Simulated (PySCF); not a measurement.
## Radial density of I⁻ (iodine, charge -1)

BP86, [Xe], closed-shell 1S. Computed with PySCF 2.14 in aug-cc-pVTZ-PP with one added diffuse shell each of d, f type with ECP28MDF (6s5p5d3f, 67 functions), with a scalar-relativistic core potential. This is the valence pseudo-density: the core potential removes the inner electrons and smooths the orbitals near the nucleus.

```csv
r (bohr),4πr²ρ (e/bohr)
0.00215,1.428e-05
0.00362,3.935e-05
0.00608,0.0001038
0.0102,0.0002466
0.0172,0.0004945
0.0289,0.0008614
0.0487,0.001342
0.0819,0.003634
0.138,0.02645
0.232,0.3463
0.390,5.512
0.655,26.46
1.10,13.35
1.85,4.749
3.12,1.821
5.25,0.2234
8.82,0.006915
```

Energies and moments cover only the electrons outside the core potential. The outer electron is barely bound at this level, so radii and moments hang on the diffuse functions.
